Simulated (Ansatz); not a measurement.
BF₂O, SMILES `[O]B(F)F` radical, one more setting.

```yaml
crystal:
  periodic: [false, false, false]
  atoms:
    - {symbol: O, position_ang: [0.523384, 0.226002, 1.210894]}
    - {symbol: B, position_ang: [0.006946, -0.018356, -0.021631]}
    - {symbol: F, position_ang: [-0.259795, -1.256921, -0.372766]}
    - {symbol: F, position_ang: [-0.215037, 0.988974, -0.836798]}
basis:
  gaussian: {orbitals: pcseg-2}
magnetization: {spin_polarized: true, initial_magnetization: 1}
hamiltonian: {xc: {name: wPBEh}}
output: {forces: true}
```

```sh
$ ansatz run in.yaml --threads 2 --pin off --events-out ev --progress --plain --max-ram 22528MiB --backend cpu
```

Output, abridged:

```
Functional definition: wPBEh
642 factors; their error is unknown
49 factors; integrals over basis functions are off by at most 1.1e-6 eV
mean field evaluation 1: about -8152.7531 eV, gradient 2.9e1 eV
mean field evaluation 2: about -8151.3275 eV, gradient 3.7e1 eV
mean field evaluation 4: about -8155.2986 eV, gradient 7.1e-1 eV
mean field evaluation 8: about -8155.3002 eV, gradient 1.7e-2 eV
mean field evaluation 16: about -8155.3164 eV, gradient 3.4e-5 eV
mean field -8155.31635035 eV, -299.7023480035 hartree, gradient 5.7e-6 eV, S^2 0.753281; 1 other end points of the search recorded, 0 dependent functions left out
reference -8155.31637729 eV, -299.7023489936 hartree; 16, 15 occupied and 104, 105 virtual orbitals, 642 factors
Total energy: -8155.31637729 eV, -299.7023489936 hartree
Atom 0 at     0.523384     0.226002     1.210894 Å, force    -0.021158    -0.010037    -0.050622 eV/Å
Atom 1 at     0.006946    -0.018356    -0.021631 Å, force     0.005147     0.002517     0.012677 eV/Å
Atom 2 at    -0.259795    -1.256921    -0.372766 Å, force     0.008937     0.050477     0.009320 eV/Å
Atom 3 at    -0.215037     0.988974    -0.836798 Å, force     0.007075    -0.042956     0.028625 eV/Å
Dipole moment:    -0.007191    -0.003407    -0.017185 e Å
```

Run time 3.5 s (2 threads of an AMD EPYC 7R13 on a shared host); peak host memory 0.26 GiB.
